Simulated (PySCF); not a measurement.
Simulation results for CH$_{5}$GeO$_{2}$

Computed with PySCF 2.14.0. Calculation on a computer-drawn molecule: the log of a Hartree-Fock and frozen-core CCSD(T) single point meant for a local Hartree-Fock minimum, with one planted fault or none, to be diagnosed. Offsets are logged minus clean, where the clean run is the same molecule without the fault. The reference is restricted for singlets and unrestricted otherwise, and also for a bond in bohr or an excited solution. Adding or removing an electron swaps singlet and doublet. The excited solution moves the top pair (singlet) or top alpha electron (doublet) to the lowest empty orbital. Highest occupied and lowest empty are orbital energies over both spins, largest force is the largest gradient component, triples share is (T) over the correlation energy, the T1 limit is 0.02 restricted and 0.045 unrestricted, electrons count all cores, a negative frequency is imaginary (commonest isotopes), and the dipole is about the centre of nuclear charge; on germanium a core potential holds 10 electrons, which the energies leave out, and 3d is frozen in MP2 and coupled-cluster steps.

CH$_{5}$GeO$_{2}$

Logged structure:
```xyz
9
CH5GeO2
C      0.0759     0.4571     0.7056
Ge    -1.7507     1.0068     0.7964
O     -2.9310     0.9868    -0.4287
O     -2.3753     1.6110     2.2506
H      0.1079    -0.5988     0.4346
H      0.5203     0.6222     1.6857
H      0.5801     1.0508    -0.0577
H     -2.7484     0.6764    -1.3103
H     -3.2863     1.8887     2.3082
```

- meant charge: 1
- meant multiplicity: 1
- meant basis: cc-pVDZ
- meant basis and core potential on germanium: cc-pVDZ-PP ECP10MDF
- logged electrons: 58
- logged basis functions: 90
- logged SCF converged: yes
- logged spin squared: 0
- logged highest occupied: -19.179 eV
- logged lowest empty: -3.6175 eV
- logged largest force: 3.055e-05 hartree/bohr
- logged lowest frequency: 36.627 cm⁻¹
- logged T1 diagnostic: 0.016358
- logged D1 diagnostic: 0.063455
- logged triples share: 0.025649
- logged CC converged: yes
- logged dipole magnitude: 2.8125 debye
- logged SCF stable within its kind: yes
- logged energy HF: -483.67726 hartree
- logged energy CCSD(T): -484.32109 hartree
- possible faults: no fault, one electron removed, one electron added, multiplicity raised by two, geometry at a saddle point, SCF held on an excited solution, minimal basis STO-3G, one bond length entered in bohr, all coordinates scaled
- planted fault: no fault
- HF energy offset from clean run: 0 kcal/mol
- CCSD(T) energy offset from clean run: 0 kcal/mol

Drawn bonds:
```tsv
atom	other atom	order
1	2	1
2	3	1
2	4	1
1	5	1
1	6	1
1	7	1
3	8	1
4	9	1
```
